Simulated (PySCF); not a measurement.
# Cr⁺: ionisation energy

Cr⁺ [Ar] 3d5 (6S) → Cr²⁺ [Ar] 3d4 (5D), as a difference of total energies. All numbers are calculated (PySCF 2.14, the spin-free X2C one-electron Hamiltonian (Gaussian nucleus), in aug-cc-pwCVTZ-DK (10s9p7d4f3g, 127 functions)). Correlated levels: valence: [Ar] frozen; valence and next inner shell: [Ne] frozen; nothing frozen. The calculations carry no spin-orbit coupling.

```tsv
method	ionisation energy (eV)
UHF	14.997
LDA	17.530
PBE	17.158
PBE0	16.801
r2SCAN	16.857
M06-2X	16.290
TPSS	16.836
LC-wPBE	16.850
MP2 (valence)	16.010
SCS-MP2 (valence)	15.334
MP2 (valence and next inner shell)	16.741
SCS-MP2 (valence and next inner shell)	16.041
MP2 (all electrons)	16.757
SCS-MP2 (all electrons)	16.051
```

**Question.** How much does correlation contribute at MP2 (all electrons)?

**Answer.** 16.757 − (14.997) = 1.760 eV, measured against UHF.

A first-order spin-orbit estimate (lowest level to lowest level, LS coupling) adds -0.053 eV.

Errors of the correlated levels include the incompleteness of this basis and the frozen core.

For comparison: 16.486 eV (measured; NIST Atomic Spectra Database, ionization energies).
